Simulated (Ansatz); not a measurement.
The first iterations of a band of BGaH4O (7 atoms, charge 0, multiplicity 1).

Level of theory: RKS B3LYP-D4/def2-SVP (Ansatz).

| Item | Value |
| --- | --- |
| movable images | 5 |
| climbing image | yes |
| spring | 5.0 eV/Å² |
| optimiser | quadratic models (default) |
| start path | through a guess of the saddle point |
| force threshold | 0.05 eV/Å |
| iteration limit | 60 |
| end points | relaxed |

First end point:

```xyz
7
Properties=species:S:1:pos:R:3
B -1.398 0.019 0.029
Ga 0.629 0.006 0.538
O 1.930 -0.083 -0.709
H -2.042 -1.001 -0.048
H -1.996 1.047 -0.185
H 1.296 0.069 1.960
H 1.641 -0.125 -1.629
```

Last end point:

```xyz
7
Properties=species:S:1:pos:R:3
B -1.128 0.060 0.799
Ga 0.668 0.110 -0.290
O 2.173 0.099 -1.241
H -1.559 -0.981 0.332
H -1.664 1.085 0.427
H -0.732 0.017 1.947
H 2.303 -0.459 -2.020
```

| iteration | highest image above the first end (eV) | largest band force component (eV/Å) |
| --- | --- | --- |
| 1 | 6.083 | 14.202 |
| 2 | 3.335 | 6.550 |
| 3 | 2.115 | 2.817 |
| 4 | 1.298 | 1.314 |

Does the band converge within its limit, and where does its top end?

It converged. It ended after 14 iterations with the highest image 0.463 eV above the first end. A vibrational analysis at the climbing image gives one clearly imaginary mode, 403i cm⁻¹: a first-order saddle point. The orbitals stay closed-shell, which can raise the energy where a bond breaks towards radicals; this wasn't checked here.

Run time: 3.1 min on 1 thread of Arm Neoverse V2, on a shared host, peak memory 0.25 GiB.
